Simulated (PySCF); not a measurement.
Geometry:
```tsv
atom	x (Å)	y (Å)	z (Å)
C1	-2.800	0.527	0.932
Si2	-1.393	0.315	-0.315
C3	-0.484	-1.329	-0.399
C4	0.317	-0.197	0.292
Si5	1.925	0.339	-0.508
O6	3.135	-0.749	-0.319
O7	2.427	1.682	0.250
H8	-2.860	1.556	1.274
H9	-2.659	-0.106	1.801
H10	-3.756	0.273	0.484
H11	-1.524	1.081	-1.546
H12	-0.084	-1.669	-1.345
H13	-0.756	-2.166	0.231
H14	0.405	-0.334	1.365
H15	1.752	0.589	-1.941
H16	2.986	-1.658	-0.559
H17	3.363	1.858	0.293
```

Level of theory: shieldings: GIAO PBE0/pcSseg-1, coordinates at the GFN2-xTB level, in PySCF 2.14.0 with density-fitted response routines (isolated molecule, one computed conformer, no relativistic terms, fast rotation and ring inversion assumed for equivalent nuclei).

Q: List the cross peaks expected in HSQC, COSY and HMBC spectra.

A: 

HSQC (one-bond C–H):
```
              δH         δC
      0.47 (H13)  -6.6 (C3)
0.26 (H8/H9/H10)  -7.5 (C1)
      0.06 (H14)  -0.6 (C4)
      0.04 (H12)  -6.6 (C3)
```

COSY cross peaks (H two or three bonds apart, from the bond graph; peaks can be absent where the dihedral angle is near 90°):
```
        δH                δH
4.69 (H15)        0.06 (H14)
3.07 (H11)        0.47 (H13)
3.07 (H11)  0.26 (H8/H9/H10)
3.07 (H11)        0.06 (H14)
3.07 (H11)        0.04 (H12)
0.47 (H13)        0.06 (H14)
0.47 (H13)        0.04 (H12)
0.06 (H14)        0.04 (H12)
```

HMBC (two and three bonds, from the bond graph):
```
              δH                               δC
      4.69 (H15)             -0.6 (C4), -6.6 (C3)
      3.07 (H11)  -0.6 (C4), -6.6 (C3), -7.5 (C1)
      0.47 (H13)             -0.6 (C4), -7.5 (C1)
0.26 (H8/H9/H10)             -0.6 (C4), -6.6 (C3)
      0.06 (H14)             -6.6 (C3), -7.5 (C1)
      0.04 (H12)             -0.6 (C4), -7.5 (C1)
```

Scale: TMS for 1H and 13C (reference shieldings calculated alike).

Exchangeable OH/NH protons stand at their gas-phase positions; hydrogen bonding in a real sample shifts them, mostly to higher δ. Shifts are as computed. Against solution values, carbons near 30 ppm lie about +3 ppm off and those near 130 ppm about +5 ppm. Of 1309 compounds with measured shifts, 239 miss one by over three times the rms of a fit or turn the order of signals round; such compounds aren't used in these exercises.
